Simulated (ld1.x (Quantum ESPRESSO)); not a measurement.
V, PAW: configuration errors across variants

```json
{
 "Element": "V (Z = 23)",
 "Generator": "ld1.x (Quantum ESPRESSO) 7.5",
 "Type": "PAW",
 "Functional": "PBE",
 "Relativity": "non-relativistic",
 "Frozen core": "[Ar]",
 "Valence charge": "5",
 "Reference configuration": "3d3 4s2 4p0",
 "Partial waves": "4s (bound): rcut 2.85, rcutus 3.00 bohr; 4s channel at 0.9 Ry: rcut 2.85, rcutus 3.00 bohr; 4p (bound, empty): rcut 3.80, rcutus 4.15 bohr; 4p channel at 1.35 Ry: rcut 3.80, rcutus 4.15 bohr; 3d (bound): rcut 1.65, rcutus 2.10 bohr; 3d channel at 0.2 Ry: rcut 1.65, rcutus 2.10 bohr",
 "Local potential": "all-electron potential smoothed inside 4.15 bohr (lloc = -2)",
 "Core correction": "a·sin(br)/r model core inside 1.80 bohr",
 "Augmentation charge": "BESSEL, radius 1.60 bohr"
}
```

All-electron excitation energies from the reference (eV): (1) 3d3 4s1 4p0 7.658; (2) 3d3 4s0 4p0 21.831; (3) 3d2 4s0 4p0 50.899; (4) 3d3 4s0 4p1 11.667; (5) 3d2 4s2 4p1 5.985; (6) 3d3 4s1 4p1 3.271; (7) 3d3 4s0 4p2 6.695.

The overlap operator is not positive definite (basis up to 400 Ry) in “local potential all-electron potential smoothed inside 3.90 bohr (lloc = -2)”. Such files are unfit for use, however small their errors in these radial tests.

Errors AE − PS in meV (a dash: test not solved or not reliable):

| change | (1) | (2) | (3) | (4) | (5) | (6) | (7) | bound ghosts |
| --- | --- | --- | --- | --- | --- | --- | --- | --- |
| base | -1.3 | -10 | -618 | -4.2 | -206 | -0.7 | -3.2 | none |
| local potential all-electron potential smoothed inside 2.06 bohr (lloc = -2) | -1.3 | -8.1 | -557 | -3.5 | -201 | -0.6 | -1.6 | none |
| local potential all-electron potential smoothed inside 2.58 bohr (lloc = -2) | -1.4 | -8.7 | -559 | -3.8 | -212 | -0.6 | -1.9 | none |
| local potential all-electron potential smoothed inside 2.92 bohr (lloc = -2) | -1.5 | -9.3 | -564 | -3.9 | -221 | -0.7 | -2.3 | none |
| local potential all-electron potential smoothed inside 3.56 bohr (lloc = -2) | -1.8 | -10 | -587 | -4.0 | -247 | -0.7 | -2.8 | none |
| local potential all-electron potential smoothed inside 3.90 bohr (lloc = -2) | -4.6 | -10 | -606 | -4.1 | -400 | -5.3 | -3.0 | not determined (overlap not positive) |
| local potential all-electron potential smoothed inside 4.42 bohr (lloc = -2) | -1.8 | -10 | -641 | -4.3 | -255 | -0.9 | -3.4 | none |
| local potential all-electron potential smoothed inside 4.66 bohr (lloc = -2) | -1.9 | -11 | -661 | -4.5 | -274 | -0.9 | -3.7 | none |

(1) Give the same row for: local potential all-electron potential smoothed inside 1.62 bohr (lloc = -2).

Answers

(1) -1.2, -8.1, -557, -3.2, -176, -0.5, -1.3; bound ghosts: none.
